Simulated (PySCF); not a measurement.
## Electron correlation in O (oxygen, neutral)

[He] 2s1 2p5, high-spin 3P determinant (an excited configuration). All numbers are calculated (PySCF 2.14, no relativity, point nucleus, in aug-cc-pVDZ (4s3p2d, 23 functions)). Frozen: 1s2; 6 electrons correlated.

| level | correlation energy (mhartree) |
| --- | --- |
| CCSD | -178.91 |
| (T) | -13.27 |
| CCSD(T) | -192.18 |

Diagnostics: T1 = 0.025, D1 = 0.0735, largest double amplitude 0.263.

Task: Is a single reference adequate?

Result: Not fully. A double-excitation amplitude exceeds 0.15, a sign of near-degeneracy.
